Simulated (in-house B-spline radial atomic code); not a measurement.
## How G0W0 and RPA depend on the start: Cd II (Cd+)

Configuration [Kr] 4d10 5s1, highest spin. Computed with a B-spline radial code for spherical atoms: all electrons, non-relativistic, point nucleus, each spin shell either full or empty, empty states to l = 9 with an (l + 1/2)⁻⁴ tail; G0W0 by contour deformation at full frequency.

Without relativity these are model numbers: it shifts the levels of so heavy an element strongly and can reorder them.

| start | mean-field 5s up (eV) | G0W0 (eV) | QP weight | RPA correlation (Eh) |
| --- | --- | --- | --- | --- |
| Hartree-Fock | -14.951 | -16.219 | 0.968 | -3.3087 |
| LDA VWN5 | -13.092 | -16.751 | 0.928 | -3.6255 |
| PBE | -12.765 | ? | ? | ? |
| PBE0 | -13.462 | -16.554 | 0.943 | -3.531 |
| r2SCAN | -12.991 | -16.636 | 0.942 | -3.5622 |
| HSE06 | -13.143 | ? | ? | ? |
| B3LYP (VWN-RPA) | -13.477 | -16.637 | 0.941 | -3.5508 |
| SCAN | -13.131 | -16.666 | 0.939 | -3.5621 |
| TPSS | -12.614 | -16.637 | 0.922 | -3.602 |
| BHandHLYP | -14.152 | -16.483 | 0.955 | -3.4533 |
| CAM-B3LYP | -14.777 | -16.590 | 0.957 | -3.5103 |
| LC-wPBE | -15.716 | -16.508 | 0.965 | -3.5038 |
| wB97X | -15.307 | -16.494 | 0.964 | -3.4899 |
| PBEsol | -12.824 | -16.693 | 0.925 | -3.6209 |
| BLYP | -12.768 | -16.725 | 0.924 | -3.6215 |
| r2SCAN0 | -13.686 | -16.534 | 0.951 | -3.4945 |
| LDA exchange-only | -12.235 | -16.770 | 0.916 | -3.6248 |

Question: What G0W0 level, weight and RPA correlation energy follow from the HSE06 start?

Answer: G0W0 level -16.579 eV, weight 0.936, RPA correlation -3.5398 hartree.

Question: What G0W0 level, weight and RPA correlation energy follow from the PBE start?

Answer: G0W0 level -16.666 eV, weight 0.923, RPA correlation -3.6184 hartree.

Question: How much of the dependence on the start does G0W0 remove?

Answer: The mean-field levels span 3.48 eV and the G0W0 levels 0.55 eV. Against 16.908 eV (NIST, measured) the G0W0 removal energies are off by -0.69 to -0.14 eV, with relativity, Breit and QED terms left out.
